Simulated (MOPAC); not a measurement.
Job for MOPAC: AM1 on GeAs, 2S+1 = 2, a spin state set in the input, which need not be the lowest, a point of a bond scan (R = 2.378 Å).

```
AM1 1SCF PRECISE CHARGE=0 UHF MS=0.5 THREADS=1
AsGe

Ge     0.00000000 1     0.00000000 1     0.00000000 1
As     0.00000000 1     0.00000000 1     2.37829300 1
```

Output:

```
*******************************************************************************
 **                                                                           **
 **                              MOPAC v23.2.5                                **
 **                                                                           **
 *******************************************************************************
 ** MOPAC's Digital Object Identifier: https://doi.org/10.5281/zenodo.6511958 **
 **                                                                           **
 ** Please cite the open-source release paper for use of this MOPAC version:  **
 ** J. E. Moussa and J. J. P. Stewart (2026)                                  **
 ** MOPAC: An open-source semiempirical molecular orbital program             **
 ** J. Open Source Softw., 11(119), 8025, https://doi.org/10.21105/joss.08025 **
 *******************************************************************************

                              AM1 CALCULATION RESULTS

 *******************************************************************************
 *  AM1        - The AM1 Hamiltonian to be used
 *  UHF        - UNRESTRICTED HARTREE-FOCK CALCULATION
 *
 *
 *
 *                 CHARGE ON SYSTEM = 0
 *
 *
 *
 *  MS=        - IN MECI, MAGNETIC COMPONENT OF SPIN =  0.5
 *  PRECISE    - TIGHTER CRITERIA TO BE USED
 *  1SCF       - DO 1 SCF AND THEN STOP
 *  THREADS=1  - MULTI-THREADING NOT USED
 *  T=         - A TIME OF 172800.0 SECONDS REQUESTED
 *  DUMP=N     - RESTART FILE WRITTEN EVERY 7200.0 SECONDS REQUESTED
 *******************************************************************************
AM1 1SCF PRECISE CHARGE=0 UHF MS=0.5 THREADS=1
 AsGe

   ATOM   CHEMICAL          X               Y               Z
  NUMBER   SYMBOL      (ANGSTROMS)     (ANGSTROMS)     (ANGSTROMS)

     1      Ge          0.00000000  *   0.00000000  *   0.00000000  *
     2      As          0.00000000  *   0.00000000  *   2.37829300  *



          CARTESIAN COORDINATES

    NO.       ATOM           X           Y           Z

     1        Ge          0.0000      0.0000      0.0000
     2        As          0.0000      0.0000      2.3783

 Ge: (AM1): M.J.S.Dewar and C.Jie, Organometallics, 8, 1544, (1989)
 As: (AM1): J. J. P. STEWART, J. MOL. MOD., 10, 155-164 (2004)

           Empirical Formula: Ge As  =     2 atoms



      MOLECULAR POINT GROUP   :   C*v


          UHF CALCULATION, NO. OF ALPHA ELECTRONS =    5
                           NO. OF BETA  ELECTRONS =    4

 -------------------------------------------------------------------------------
 AM1 1SCF PRECISE CHARGE=0 UHF MS=0.5 THREADS=1
 AsGe



     1SCF WAS SPECIFIED, SO BFGS WAS NOT USED
     SCF FIELD WAS ACHIEVED


                              AM1 CALCULATION
                                                       MOPAC v23.2.5 Linux




          FINAL HEAT OF FORMATION =         83.19021 KCAL/MOL =     348.06784 KJ/MOL


          COSMO AREA              =        103.46 SQUARE ANGSTROMS
          COSMO VOLUME            =         92.42 CUBIC ANGSTROMS

          IONIZATION POTENTIAL    =          9.419720 EV
          ALPHA SOMO LUMO (EV)    =         -9.420 -1.392
          BETA  SOMO LUMO (EV)    =         -9.432 -1.705
          NO. OF ALPHA ELECTRONS  =          5
          NO. OF BETA  ELECTRONS  =          4
          MOLECULAR WEIGHT        =        147.5116         POINT GROUP:  C*v

          MOLECULAR DIMENSIONS (Angstroms)

            Atom       Atom       Distance
           As     2   Ge     1     2.37829
           As     2   Ge     1     0.00000
           Ge     1   As     2     0.00000


          SCF CALCULATIONS        =          1





   ATOM   CHEMICAL          X               Y               Z
  NUMBER   SYMBOL      (ANGSTROMS)     (ANGSTROMS)     (ANGSTROMS)

     1      Ge          0.00000000  *   0.00000000  *   0.00000000  *
     2      As          0.00000000  *   0.00000000  *   2.37829300  *

                             CARTESIAN COORDINATES

   1   Ge        0.000000000     0.000000000     0.000000000
   2   As        0.000000000     0.000000000     2.378293000


           Empirical Formula: Ge As  =     2 atoms



      MOLECULAR POINT GROUP   :   C*v


          ALPHA EIGENVALUES
 -17.42016 -11.72646 -10.03809  -9.41972  -9.41972  -1.39245  -1.39245  -0.66388


           BETA EIGENVALUES
 -18.21693 -10.56606  -9.43219  -9.43219  -1.70513  -1.70513  -1.09892   0.61073


              NET ATOMIC CHARGES AND DIPOLE CONTRIBUTIONS

  ATOM NO.   TYPE          CHARGE      No. of ELECS.   s-Pop       p-Pop
    1         Ge          -0.105661        4.1057     1.05852     3.04714
    2         As           0.105661        4.8943     1.96500     2.92934
 DIPOLE           X         Y         Z       TOTAL
 POINT-CHG.     0.000     0.000     1.207     1.207
 HYBRID         0.000     0.000    -1.374     1.374
 SUM            0.000     0.000    -0.167     0.167


          ATOMIC ORBITAL ELECTRON POPULATIONS

     Atom    s        px        py        pz
    1 Ge   1.05852   1.00936   1.00936   1.02841
    2 As   1.96500   0.99064   0.99064   0.94807


                    (SZ)    =    0.500000
                    (S**2)  =    2.561118


          ATOMIC ORBITAL SPIN POPULATIONS

    Atom   Total    s     px     py     pz
         Atomic
    1 Ge  3.1244  0.707  0.932  0.932  0.554
    2 As -2.1244  0.011 -0.932 -0.932 -0.272

 **********************
 *                    *
 * JOB ENDED NORMALLY *
 *                    *
 **********************




 == MOPAC DONE ==
```

The run finished. Its determinant has ⟨S²⟩ = 2.56, a mixture of spin states.

Cost: roughly 0.020 core-seconds.
